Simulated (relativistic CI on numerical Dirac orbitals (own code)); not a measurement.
# Fe²⁺ (3d6) in a crystal field

Calculated by Dirac-Coulomb-Breit CI, separate exchange-only KLI orbitals for each configuration, model QED (radiative potential, 1s self-energy scaled to tabulated hydrogen-like ionisation energies), valence Slater integrals scaled by 0.7, one configuration in a parametric crystal field (own radial code).

Field parameters in Wybourne normalisation: Oh B⁴₀ = 21Dq, B⁴₄ = √(5/14) B⁴₀. The field is a parameter set, without covalency.

S is read from ⟨S²⟩ = S(S + 1).

Site symmetry Oh; labels are those of the double group. Computed levels in cm⁻¹ above the lowest, in rising order:

```
Δ (size of 10Dq)  Lowest    No. 2     No. 3     No. 4     No. 5     No. 6     No. 7     No. 8
            3250      T2    174 E    195 T1    421 A1    477 T1    513 T2   3575 A2   3586 T2
            5850      T2    182 E    199 T1    445 A1    483 T1    509 T2   6166 A2   6170 T2
            8450      T2    183 E    199 T1    447 A1    481 T1    504 T2   8419 A1    8758 E
           11050      T2    180 E    197 T1    436 A1    474 T1    497 T2   3893 A1    6662 E
           13650      A1  1014 T2    1183 E   1206 T1   1435 A1   1468 T1   1495 T2    5246 E
           16250      A1  5989 T2    6117 E   6157 T1   6302 A1   6375 T1   6399 T2    7803 E
           18850      A1  10159 E  10160 T2  10329 T1  10429 A1  11031 T2  11245 T1   11327 E
           21450      A1  12793 E  12798 T2  13057 T1  13207 A1  16072 T2  16250 T1   16275 E
           24050      A1  15371 E  15379 T2  15651 T1  15805 A1  20491 T1   20568 E  20807 T2
           26650      A1  17946 E  17956 T2  18231 T1  18383 A1  23273 T1   23360 E  23644 T2
           29250      A1  20522 E  20533 T2  20808 T1  20957 A1  25965 T1   26057 E  26335 T2
           31850      A1  23101 E  23112 T2  23385 T1  23532 A1  28635 T1   28731 E  29005 T2
```

Ground-state S against |10Dq| in cm⁻¹: 3250: 2.00, 5850: 2.00, 8450: 2.00, 11050: 2.00, 13650: 0.07, 16250: 0.02, 18850: 0.01, 21450: 0.01, 24050: 0.01, 26650: 0.00, 29250: 0.00, 31850: 0.00.

The spin changes between |10Dq| = 11050 and 13650 cm⁻¹.
